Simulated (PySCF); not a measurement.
Species: C6H9NOSi.
Structure used (GFN2-xTB), in Å, numbered top down from 1:
```xyz
18
C6H9NOSi angstrom
C     -2.9405   -0.9761   -0.5705
O     -1.9126   -0.0531   -0.7880
Si    -0.7029    0.3727    0.2017
C      0.2871    1.7027   -0.7234
C      1.6740    1.1600   -0.7706
C      1.9097   -0.0557   -0.2713
C      3.1870   -0.6476   -0.2779
N      4.2173   -1.1545   -0.2686
C      0.7671   -0.8433    0.3182
H     -2.5376   -1.9761   -0.3984
H     -3.5373   -0.6858    0.2961
H     -3.5723   -0.9882   -1.4587
H     -1.1755    0.7564    1.5362
H     -0.0704    1.8894   -1.7372
H      0.2900    2.6680   -0.2178
H      2.4603    1.7548   -1.2141
H      0.6241   -1.7582   -0.2624
H      1.0237   -1.1591    1.3302
```

NICS is the negative of the GIAO shielding at a point without a nucleus: at the ring centre (0) and 1 Å above and below it (1); zz is the component along the ring normal. Level: GIAO PBE0/pcSseg-1 (PySCF, non-relativistic, gas phase) on the GFN2-xTB geometry, one conformer.

Ring bond lengths (Å), with Mayer bond orders in brackets: Si3–C4 1.899 (0.88), C4–C5 1.490 (1.06), C5–C6 1.335 (1.78), C6–C9 1.508 (1.05), C9–Si3 1.911 (0.84).

Q: What do the NICS probes read (ppm)?

A: 
```
           ring                                                      type  NICS(0)  NICS(1), two faces  NICS(1)zz, two faces  rms pucker (Å)  centre to ring atoms, mean (Å)
Si3–C4–C5–C6–C9  5-membered ring with Si; formal bonds 1 double, 4 single     -2.0         -3.6 / -2.2            -2.6 / 0.2            0.03                            1.38
```

Q: What can be read from them?

A: 
- Si3–C4–C5–C6–C9: mean NICS(1)zz -1.2 ppm, near zero. Si3, C4, C9 have four or more neighbours, and the NICS criterion for π rings isn't applied.

Time: 69 s of wall time; peak memory 0.92 GiB. Hardware: one thread of an Arm Neoverse N1, on a shared host. This is the whole shielding run at PBE0/pcSseg-1, SCF included.
